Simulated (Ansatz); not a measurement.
Li₁₁F₁₁ (started as a model of: (LiF)11 cage of four- and six-membered rings) was relaxed with r2SCAN-D4 (def2-SVP) in Ansatz in these states: charge -1 doublet, neutral singlet. The geometries follow in no particular order.

A:

```xyz
22

Li   -0.995    2.986   -0.283
F     0.497    2.567    0.586
Li   -0.633    1.780    1.774
F    -2.128    2.361    0.988
Li   -2.702    1.262   -0.302
F    -1.642    1.980   -1.608
Li   -0.483    0.838   -2.279
F     1.242    0.803   -1.743
Li    1.697    1.473   -0.145
F     2.480    0.320    0.964
Li    1.360   -0.478    2.154
F    -0.343    0.060    2.162
Li   -1.436   -1.053    1.273
F    -2.531   -0.465   -0.040
Li   -1.634   -1.626   -1.092
F    -0.634   -0.960   -2.382
Li    1.125   -0.985   -1.973
F    -0.798   -2.429    0.290
Li    2.826   -1.344    0.445
F     1.850   -2.147    1.746
Li    0.909   -2.830    0.386
F     1.971   -2.115   -0.920
```

B:

```xyz
22

Li    2.146   -0.917   -2.221
F     2.436    0.272   -0.913
Li    1.261    1.314   -1.788
F     1.008    0.207   -3.163
Li   -0.234   -1.001   -2.776
F     0.853   -2.156   -1.918
Li    0.509   -2.423   -0.215
F     1.328   -1.608    1.158
Li    2.152   -0.048    0.817
F     1.473    1.350    1.688
Li    0.293    2.397    0.826
F    -0.109    2.050   -0.890
Li   -1.617    1.103   -1.056
F    -1.696   -0.475   -1.941
Li   -2.182   -1.142   -0.335
F    -1.158   -2.287    0.519
Li   -0.287   -1.531    1.936
F    -2.550    0.481    0.366
Li    0.225    1.233    2.968
F    -0.944    2.392    2.111
Li   -1.991    0.965    1.968
F    -0.916   -0.176    2.861
```

Judge from the bond lengths which geometry belongs to which state (an estimate).

A is the neutral singlet (Li11–Li21 2.977 Å, Li3–Li5 2.977 Å, Li3–Li11 3.036 Å); B is the charge -1 doublet (Li11–Li21 2.927 Å, Li3–Li5 2.927 Å, Li3–Li11 2.991 Å).

At r2SCAN-D4/def2-SVP the highest occupied level of the relaxed charge -1 doublet lies above zero (up to 1.31 eV). By energy differences, losing it releases 0.39 eV (each at its own geometry, to the charge 0 singlet, at PBE0-D4/def2-SVP). At r2SCAN-D4/def2-SVP the gap within one spin of the relaxed charge -1 doublet nearly closes, so an electron or hole may be smeared out by delocalisation error.
